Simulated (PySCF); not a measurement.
Compound: C2H12Ge2OSi.
Z-matrix (Å and degrees, PBE0-D3(BJ)/def2-SVP geometry), rows numbered from 1:
```
C 
C   1  1.5115
O   2  1.4051  1  109.02
Ge  3  1.7960  2  121.47  1  -179.59
Ge  4  2.4182  3   98.58  2  -178.39
Si  5  2.3834  4  103.33  3    -1.79
H   1  1.1007  2  110.97  3  -179.86
H   1  1.1003  2  110.30  3   -59.48
H   1  1.1003  2  110.31  3    59.75
H   2  1.1094  1  109.86  3  -121.60
H   2  1.1094  1  109.90  3   121.55
H   4  1.5470  3  108.32  2   -57.49
H   4  1.5468  3  108.33  2    60.47
H   5  1.5408  4  110.94  3  -121.97
H   5  1.5409  4  110.70  3   118.02
H   6  1.4971  5  109.74  4  -178.86
H   6  1.4914  5  109.68  4   -59.60
H   6  1.4914  5  109.64  4    61.90
```

Computed with PySCF at wB97X-D/def2-SVPD, non-relativistic, on one gas-phase PBE0-D3(BJ)/def2-SVP geometry that isn't relaxed in the solvent. The solvent is an IEF-PCM continuum (van der Waals radii × 1.2), and excitations are vertical TDDFT with non-equilibrium linear response and a frozen core. Only the electrostatic response of the medium enters. Spin–orbit coupling is left out although an atom past zinc is present.

Gas-phase singlets (H = HOMO, L = LUMO):

| state | E (eV) | λ (nm) | f | leading configuration |
| --- | --- | --- | --- | --- |
| S1 | 6.435 | 193 | 0.029 | H-1→L 61% |
| S2 | 6.473 | 192 | 0.136 | H→L 60% |
| S3 | 6.911 | 179 | 0.000 | H→L+3 95% |
| S4 | 7.147 | 173 | 0.237 | H→L+1 57% |
| S5 | 7.245 | 171 | 0.083 | H→L+2 60% |

Task: Give the list for dichloromethane (ε = 8.93), n² = 2.03.

Result: 
| state | E (eV) | λ (nm) | f | leading configuration | change by rank (eV) |
| --- | --- | --- | --- | --- | --- |
| S1 | 6.447 | 192 | 0.267 | H→L 81% | +0.012 |
| S2 | 6.506 | 191 | 0.021 | H-1→L 76% | +0.033 |
| S3 | 6.902 | 180 | 0.000 | H→L+3 95% | -0.009 |
| S4 | 7.101 | 175 | 0.399 | H→L+1 76% | -0.046 |
| S5 | 7.235 | 171 | 0.114 | H→L+2 78% | -0.010 |

Task: How do the frontier levels move from gas to dichloromethane?

Result: 
```
orbital  gas (eV)  solvent (eV)  change (eV)                     Löwdin shares, gas                 Löwdin shares, solvent
 LUMO+2      1.78          1.87        +0.09   Ge5 33 %, Ge4 22 %, Si6 9 %, H15 9 %  Ge5 31 %, Ge4 22 %, Si6 10 %, H15 9 %
 LUMO+1      1.64          1.74        +0.10  Ge5 25 %, Ge4 19 %, Si6 14 %, H13 7 %  Ge5 26 %, Si6 17 %, Ge4 15 %, H15 7 %
   LUMO      1.20          1.31        +0.11  Ge4 30 %, Ge5 18 %, Si6 14 %, H12 7 %  Ge4 29 %, Ge5 18 %, Si6 15 %, H12 7 %
   HOMO     -9.47         -9.39        +0.08  Ge5 32 %, Ge4 22 %, Si6 20 %, H13 5 %  Ge5 32 %, Ge4 23 %, Si6 19 %, H13 5 %
 HOMO-1     -9.61         -9.56        +0.05     O3 55 %, C2 14 %, Ge4 8 %, H11 6 %     O3 53 %, C2 14 %, Ge4 8 %, H11 6 %
 HOMO-2    -10.42        -10.36        +0.06   Ge5 25 %, O3 21 %, Si6 12 %, Ge4 8 %   Ge5 29 %, O3 15 %, Si6 15 %, Ge4 9 %
 HOMO-3    -10.48        -10.43        +0.05    O3 32 %, C2 11 %, C1 10 %, Ge5 10 %     O3 38 %, C2 13 %, C1 12 %, Ge4 8 %
```

The HOMO–LUMO gap goes from 10.67 to 10.71 eV.

The run took 2.1 min of wall time on one thread of an Arm Neoverse N1, shared host, and the process peaked at 1.4 GiB of memory. This is the whole response run at wB97X-D/def2-SVPD in dichloromethane, SCF included.
